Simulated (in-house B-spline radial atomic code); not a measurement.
Se⁺. Computed with a B-spline radial atomic code. Model: non-relativistic spherical atom: semilocal Troullier-Martins pseudo-atom, one channel per l, against all electrons, high spin, G0W0 and RPA with empty states to l = 8, local potential for every l without a channel, a model core (radius 0 = none) keeps its share of the functional.

What the tables leave out is listed at the end.

The pseudopotential gives back the lowest level of each angular momentum of its own functional in the configuration it was made in; a second state of the same l is only approximately right. Exact exchange, RPA and GW see the smooth pseudo-orbitals and miss the exchange with the core, for which the functional's share stands in. The column with an uncorrelated core keeps all orbitals and exact exchange, and so separates missing core correlation from pseudisation. Only the three outermost levels and the lowest empty one were computed. RPA here is direct RPA, with no exchange kernel, and its energies carry an (l + 1/2)⁻⁴ tail. A hybrid on a potential with a model core restores only its own semilocal share of the core's exchange.

Command:
```bash
python run_psgw.py task.json out
```
Settings (lengths in bohr, energies in hartree):
```
Z                      34
electrons              33
configuration          [Ar] 3d10 4s2 4p3
generated_in           [Ar] 3d10 4s2 4p3
functional             pbe,pbe
core_shells            4
radius_factor          1.15
core_correction        False
```

Time taken, with all properties: 39 s on 1 thread of Arm Neoverse N1 (shared host).

Given: made with PBE; model core radius 0 bohr; local radius 0.756 bohr; mean-field start PBE.

Valence shells of the generating configuration: 3p, 3d, 4s, 4p.

Channel: s 1.748, p 0.581, d 1.545 (radii in bohr).

Computed: largest level miss in the spin-unpolarised generating configuration 0.051 eV; valence RPA correlation energy pseudo -1.4373 hartree; all-electron RPA polarisability, core included 12.511 bohr³; pseudo-atom RPA polarisability 12.232 bohr³.

```
          level  occupied  mean-field all-electron (eV)  mean-field pseudo minus all (eV)  G0W0 all-electron (eV)  G0W0 uncorrelated core minus all (eV)  G0W0 pseudo minus all (eV)  exchange self-energy all-electron (eV)  exchange self-energy pseudo (eV)
          4p up         1                       -16.416                             -0.05                 -21.352                                  0.002                       0.087                                 -19.889                           -18.805
        4s down         1                       -24.431                            -0.027                 -29.263                                 -0.086                      -1.475                                  -18.44                           -18.812
4p down (empty)         0                       -13.614                            -0.057                 -10.076                                  0.003                       0.207                                 -5.6252                           -4.5295
```

Question: What is the valence RPA correlation energy all-electron orbitals?

Answer: -1.4199 hartree.

Given: mean-field start PBE0.

Computed: valence RPA correlation energy all-electron orbitals -1.367 hartree; valence RPA correlation energy pseudo -1.3938 hartree; all-electron RPA polarisability, core included 11.131 bohr³.

| level | occupied | mean-field all-electron (eV) | mean-field pseudo minus all (eV) | G0W0 all-electron (eV) | G0W0 uncorrelated core minus all (eV) | G0W0 pseudo minus all (eV) | exchange self-energy all-electron (eV) | exchange self-energy pseudo (eV) |
| --- | --- | --- | --- | --- | --- | --- | --- | --- |
| 4p up | 1 | -17.858 | 0.059 | -21.532 | 0.002 | 0.147 | -19.865 | -18.764 |
| 4s down | 1 | -25.568 | -0.578 | -29.304 | -0.083 | -1.679 | -18.224 | -19.31 |
| 4p down (empty) | 0 | -12.392 | 0.06 | -9.8729 | 0.003 | 0.231 | -5.3099 | -4.2931 |

Question: What is the pseudo-atom RPA polarisability?

Answer: 10.925 bohr³.

Given: mean-field start Hartree-Fock.

Computed: valence RPA correlation energy all-electron orbitals -1.2368 hartree; valence RPA correlation energy pseudo -1.2825 hartree; pseudo-atom RPA polarisability 8.7291 bohr³.

| level | occupied | mean-field all-electron (eV) | mean-field pseudo minus all (eV) | G0W0 all-electron (eV) | G0W0 uncorrelated core minus all (eV) | G0W0 pseudo minus all (eV) | exchange self-energy all-electron (eV) | exchange self-energy pseudo (eV) |
| --- | --- | --- | --- | --- | --- | --- | --- | --- |
| 4p up | 1 | -21.423 | 0.478 | -21.848 | 0.003 | 0.375 | -19.595 | -18.429 |
| 4s down | ? | ? | ? | ? | ? | ? | ? | ? |
| 4s up | 1 | -35.975 | -1.838 | -33.715 | -0.064 | -1.654 | -25.974 | -27.617 |
| 4p down (empty) | 0 | -7.8321 | 0.392 | -9.5086 | 0.002 | 0.386 | -4.1484 | -3.287 |

Question: What belongs in the row 4s down?

Answer: occupied: 1; mean-field all-electron (eV): -27.531; mean-field pseudo minus all (eV): -2.854; G0W0 all-electron (eV): -29.275; G0W0 uncorrelated core minus all (eV): -0.069; G0W0 pseudo minus all (eV): -2.035; exchange self-energy all-electron (eV): -17.563; exchange self-energy pseudo (eV): -21.19.

Question: What is the all-electron RPA polarisability, core included?

Answer: 8.8083 bohr³.

Among the listed levels the largest G0W0 shift of the pseudo-atom is -2.04 eV, for 4s down on the Hartree-Fock start, while leaving the core uncorrelated moves that level by -0.07 eV. So pseudisation and the lost core exchange, not the missing core correlation, make the error. Not in the tables (levels of low weight, unsolved or above zero; the highest and the empty levels are kept at any weight): on PBE the G0W0 levels 4s up (pseudo minus all -0.63 eV, weights 0.11 and 0.18); on PBE0 the G0W0 levels 4s up (pseudo minus all -2.13 eV, weights 0.09 and 0.39).
